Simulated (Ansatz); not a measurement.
`C=C([SiH3])NC` + H₂O → `C=C(O)NC` + SiH₄  (formal hydrolysis of a C–Si bond)

Computed with Ansatz on PBE0-D4/def2-TZVP structures; ΔE is electronic, products minus reactants. CBS: MP2 limit from def2 TZ/QZ plus the TZ coupled-cluster correction, frozen cores. This one scheme is used for every species. DFT in def2-TZVPP. B3LYP here is the variant with VWN-RPA as its local correlation; programs differ in this. One conformer a species, not always the lowest.

`C=C([SiH3])NC`:

```xyz
14

C    -1.404   -0.046    1.453
C    -0.531   -0.089    0.433
Si   -0.801    1.107   -0.988
N     0.495   -1.010    0.357
C     1.706   -0.716   -0.366
H    -1.314   -0.705    2.314
H    -2.245    0.632    1.440
H    -0.907    0.388   -2.288
H    -2.058    1.848   -0.721
H     0.322    2.076   -1.109
H     0.641   -1.532    1.210
H     2.312   -1.620   -0.441
H     2.318    0.074    0.092
H     1.466   -0.406   -1.387
```

H₂O:

Z-matrix (Å, degrees):
```
O
H 1 0.960
H 1 0.960 2 105.1
```

`C=C(O)NC`:

```xyz
12

C     1.048   -0.767    0.739
C     0.584    0.437    0.373
O     1.101    1.614    0.813
N    -0.435    0.685   -0.501
C    -1.259   -0.393   -0.972
H     0.585   -1.677    0.393
H     1.923   -0.849    1.370
H     1.772    1.418    1.472
H    -0.890    1.570   -0.348
H    -0.655   -1.101   -1.545
H    -1.750   -0.945   -0.158
H    -2.024    0.008   -1.636
```

SiH₄:

Cartesian coordinates in Å:
```
Si 0.000 0.000 0.000
H -0.501 0.840 -1.117
H 0.828 -1.106 -0.545
H -1.150 -0.566 0.749
H 0.824 0.832 0.913
```

```
             level  ΔE (eV)
          B3LYP-D4     0.25
            B2PLYP     0.22
             B3LYP     0.16
CCSD(T)/def2-TZVPP     0.30
     HF/def2-QZVPP     0.05
SCS-MP2/def2-QZVPP     0.34
     MP2/CBS(def2)     0.41
    CCSD/CBS(def2)     0.33
```

Task: What does CCSD(T)/CBS give? (Best estimate.)

Result: The calculation gave: +0.36 eV. The listed levels differ from it by -0.11, -0.14, -0.20, -0.06, -0.31, -0.02, 0.05, -0.03 eV.

Largest T1 diagnostic among the species: 0.012.

In def2-TZVPP, CCSD(T) changes the Hartree–Fock value by +0.25 eV (the triples alone add +0.03 eV) and MP2 by +0.30 eV. The D4 term adds +0.09 eV with B3LYP and +0.05 eV with PBE0; it sums over pairs of atoms, weighted by their polarisabilities, and B3LYP, whose exchange is more repulsive, gets the larger term.
